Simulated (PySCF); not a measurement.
C₄H₁₀Cd, SMILES C[CH2][Cd][CH2]C.

The structure is a stationary point at B3LYP-D3(BJ)/def2-SVP. The isomer is the one that the SMILES or the coordinates give; other isomers of the formula were not compared. The def2 effective core potentials stand for the cores of Cd; spin–orbit coupling is left out. Other conformers were not sampled.

Method: M06-2X/def2-TZVP run with PySCF.

Symmetry labels are those of the subgroup C2 that the program uses (full group C2).

Computed valence orbital energies around the gap with their symmetry:
| orbital | symmetry | energy (eV) |
|---|---|---|
| HOMO−7 | B | -12.64 |
| HOMO−6 | A | -12.59 |
| HOMO−5 | B | -11.27 |
| HOMO−4 | A | -11.18 |
| HOMO−3 | A | -10.65 |
| HOMO−2 | B | -10.54 |
| HOMO−1 | A | -8.78 |
| HOMO | B | -7.19 |
| LUMO | B | 0.11 |
| LUMO+1 | A | 0.23 |
| LUMO+2 | A | 0.57 |
| LUMO+3 | B | 2.15 |
